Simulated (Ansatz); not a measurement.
Isolated molecules relaxed with PBE0-D4/def2-TZVP in Ansatz; ΔE leaves out vibrations. CCSD(T)/CBS adds triple-zeta CCSD(T) − MP2 to the extrapolated MP2 energy (def2 sets, frozen cores). This one scheme is used for every species. DFT in def2-TZVPP. B3LYP here is the variant with VWN-RPA as its local correlation; programs differ in this. One conformer a species, not always the lowest.

Reaction (formal exchange of groups at the Si–S bond): `CS[Si](Cl)(Cl)Cl` + `CCC` → `CC(C)[Si](Cl)(Cl)Cl` + CH₃SH

```json
{"level": "LDA (SPW92)", "ΔE (kJ/mol)": "51.4"}
{"level": "B3LYP-D4", "ΔE (kJ/mol)": "55.5"}
{"level": "r2SCAN0", "ΔE (kJ/mol)": "57.7"}
{"level": "CCSD(T)/def2-SVP", "ΔE (kJ/mol)": "44.1"}
{"level": "MP2/def2-TZVPP", "ΔE (kJ/mol)": "51.7"}
{"level": "CCSD/def2-TZVPP", "ΔE (kJ/mol)": "48.0"}
{"level": "MP2/def2-QZVPP", "ΔE (kJ/mol)": "54.5"}
{"level": "HF/CBS(def2)", "ΔE (kJ/mol)": "57.5"}
```

Question: What does CCSD(T)/CBS give? (Estimate.)

Answer: The calculation gave: +53.0 kJ/mol. The listed levels differ from it by -1.6, 2.5, 4.7, -8.9, -1.3, -5.0, 1.5, 4.5 kJ/mol.

Largest T1 diagnostic among the species: 0.010.

Leaving LDA and LC-ωPBE aside and taking each functional with its dispersion term where it has one, the values, not all of them listed here, spread over 7.3 kJ/mol, from ωB97M-V to revPBE-D4. LDA lies −8.4 kJ/mol from PBE without D4. The D4 term adds −3.4 kJ/mol with B3LYP and −2.4 kJ/mol with PBE0; it sums over pairs of atoms, weighted by their polarisabilities, and B3LYP, whose exchange is more repulsive, gets the larger term.

CCSD(T)/CBS has its own doubt, a few kJ/mol and more with outer-core shells, so smaller differences from it don't rank the levels.
